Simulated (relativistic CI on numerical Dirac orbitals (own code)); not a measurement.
## Zn⁺: calculation against measurement

Method of calculation: Dirac-Coulomb-Breit CI, KLI orbitals optimised for each configuration, QED by a radiative potential, valence Slater integrals scaled by 0.85, configuration energies shifted to the measured levels that pair with them (semi-empirical) (own radial code, finite nucleus).

CI space (outside the closed core [Ar]): 3d¹⁰4s, 3d¹⁰4p, 3d⁹4s², 3d¹⁰5s, 3d¹⁰4d, 3d¹⁰5p, 3d¹⁰4f, 3d⁹4s4p, 3d¹⁰6s, 3d¹⁰5d, 3d¹⁰6p, 3d¹⁰5g, 3d¹⁰5f, 3d¹⁰6d, 3d⁸4s4p², 3d⁹4p², 3d¹⁰6g, 3d⁹4s5p, 3d⁹4s5s. Levels of other configurations are missing.

```csv
Configuration,Term (tabulated),J,Measured (cm⁻¹),Computed,Error,Purity (%)
3d¹⁰4s,2S,1/2,0.0,0,0,99
3d¹⁰4p,2P°,1/2,48481.1,48562,81,99
3d¹⁰4p,2P°,3/2,49355.0,49274,-81,99
3d⁹4s²,2D,5/2,62722.5,62741,18,96
3d⁹4s²,2D,3/2,65411.7,65394,-18,96
3d¹⁰5s,2S,1/2,88437.1,88437,0,100
3d¹⁰4d,2D,3/2,96909.9,96915,5,100
3d¹⁰4d,2D,5/2,96960.6,96956,-5,100
3d¹⁰5p,2P°,1/2,101366.0,101405,39,98
3d¹⁰5p,2P°,3/2,101611.4,101573,-39,98
3d¹⁰4f,2F°,7/2,117263.6,117263,0,100
3d¹⁰4f,2F°,5/2,117264.1,117264,0,100
```

Measured levels from NIST Handbook of Basic Atomic Spectroscopic Data (Sansonetti and Martin, J. Phys. Chem. Ref. Data 34, 1559 (2005)); pairs were made by configuration, J and term (by order where the table uses no LS term), so strongly mixed levels may be paired wrongly.

Mean error by configuration (cm⁻¹): 3d¹⁰4p 0; 3d⁹4s² 0; 3d¹⁰5s 0; 3d¹⁰4d 0; 3d¹⁰5p 0; 3d¹⁰4f 0. Over the excited levels the mean absolute error is 26 cm⁻¹ (11 of the 11 excited levels that our extract of the source holds in range could be paired), and the median relative error of those above 1,000 cm⁻¹ is 0.028 %, both after the shifts were fitted to these levels, so that a configuration with one level shows no error.

Transition probabilities of persistent lines. The last column rescales the computed rate by the cube of measured over computed energy:

```csv
λ measured (Å),Lower,Upper,A tabulated (s⁻¹),A computed,A rescaled
2025.48 air,3d¹⁰4s ²S1/2,3d¹⁰4p ²P°3/2,4.07e+08,5.09e+08,5.11e+08
2062.00 air,3d¹⁰4s ²S1/2,3d¹⁰4p ²P°1/2,3.86e+08,4.86e+08,4.84e+08
2064.23 air,3d¹⁰4p ²P°1/2,3d¹⁰4d ²D3/2,4.60e+08,7.44e+08,7.47e+08
2099.93 air,3d¹⁰4p ²P°3/2,3d¹⁰4d ²D5/2,5.60e+08,8.77e+08,8.73e+08
4911.63 air,3d¹⁰4d ²D3/2,3d¹⁰4f ²F°5/2,1.60e+08,2.11e+08,2.11e+08
```

Configurations whose levels could be paired with our table of measured levels were shifted onto them, all but the ground configuration, by the median error of their levels; single terms can still be off by 1,000 to 2,000 cm⁻¹ or more, and rates follow the energies as ν³ (E1, M1) or ν⁵ (E2). The others borrow a shift and can be off by several thousand cm⁻¹ or more. The fine structure of a lone outer electron comes out too small, for d and f at times inverted, and misplaced configurations move strength between like terms. 11 of the 11 excited levels that our extract of the measured tables holds in this range could be paired (the sources list more); they are missed by 26 cm⁻¹ on average and 81 at most, after the shifts were fitted to these levels, and levels without a partner can miss by more.

Shifts applied (cm⁻¹): 3d¹⁰4s 0; 3d¹⁰4p 2181; 3d⁹4s² 9092; 3d¹⁰5s 4678; 3d¹⁰4d 6044; 3d¹⁰5p 4975; 3d¹⁰4f 3766.
